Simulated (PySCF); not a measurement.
SiHF, SMILES F[SiH] (connectivity only; charge and spin as stated), neutral, multiplicity 1. Atoms are numbered in the order given.

```xyz
3

Si     0.1183     0.5896     0.0000
H     -1.3903     0.8968     0.0000
F     -0.0295    -1.0168     0.0000
```

Geometry: PBE0-D3(BJ)/def2-TZVPD. The isomer is the one that the SMILES or the coordinates give; other isomers of the formula were not compared.

Level of theory: TDDFT-CAM-B3LYP/def2-TZVPD (PySCF).

Vertical excitations. The molecule is in vacuum. State labels are in the subgroup Cs.

| state | symmetry | energy (eV) | λ (nm) | f | main pairs |
|---|---|---|---|---|---|
| S1 | A" | 2.93 | 423 | 0.022 | HOMO→LUMO 99 % |
| S2 | A' | 5.50 | 226 | 0.070 | HOMO→LUMO+1 91 % |
| S3 | A' | 6.61 | 187 | 0.174 | HOMO→LUMO+2 93 % |
| S4 | A" | 7.56 | 164 | 0.035 | HOMO−1→LUMO 87 % |
| S5 | A' | 7.76 | 160 | 0.294 | HOMO→LUMO+3 89 % |
| S6 | A" | 8.20 | 151 | 0.247 | HOMO→LUMO+5 88 % |
| S7 | A" | 8.59 | 144 | 0.001 | HOMO−3→LUMO 82 % |
| S8 | A' | 8.64 | 144 | 0.055 | HOMO→LUMO+4 88 % |
| S9 | A' | 8.79 | 141 | 0.098 | HOMO→LUMO+6 84 %, HOMO→LUMO+7 14 % |
| S10 | A' | 8.86 | 140 | 0.042 | HOMO→LUMO+7 60 %, HOMO−2→LUMO 28 %, HOMO→LUMO+6 9 % |
| T1 | A" | 1.64 | 754 | 0 | HOMO→LUMO 97 % |
| T2 | A' | 4.39 | 282 | 0 | HOMO→LUMO+1 85 % |
| T3 | A' | 6.12 | 202 | 0 | HOMO→LUMO+2 47 %, HOMO→LUMO+3 45 % |
| T4 | A" | 6.30 | 197 | 0 | HOMO−1→LUMO 88 % |
Triplets are in the Tamm–Dancoff approximation, which puts them higher than full response would, so one can lie above its singlet here.
